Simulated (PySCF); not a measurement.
Low-lying terms of C⁴⁺ (carbon, charge +4)

Ground state 1s2, ¹S. Calculation: PySCF 2.14, in def2-TZVPPD with one added diffuse shell each of s, p, d type (7s4p4d1f, 46 functions); no relativity, point nucleus. Vertical excitation energies in eV without spin-orbit coupling; excited terms of each kind are numbered among those the solver found.

```
 term  leading excitation  TDA-LC-wPBE  TD-LC-wPBE  TDA-BHandHLYP  TD-BHandHLYP
 1 3S              1s → s       284.61      284.59         289.23        289.18
 1 1S              1s → s       289.26      289.17         296.89        296.80
1 3P°              1s → p       291.17      291.16         295.30        295.29
1 1P°              1s → p       293.97      293.97         301.20        301.17
 2 3S              1s → s       327.32      327.32         341.17        341.16
 2 1S              1s → s       328.62      328.60         342.74        342.72
2 3P°              1s → p       329.12      329.12         342.93        342.93
2 1P°              1s → p       330.06      330.06         344.13        344.13
 1 3D              1s → d       330.21      330.21         343.38        343.38
 1 1D              1s → d       330.23      330.23         343.92        343.92
```

Oscillator strength of the first ¹S → ¹P° line: TDA-LC-wPBE 0.531, TD-LC-wPBE 0.527, TDA-BHandHLYP 0.590, TD-BHandHLYP 0.581.

Only the lower part of the computed list is shown. Doubly excited terms such as np² are absent. The solver can miss terms.
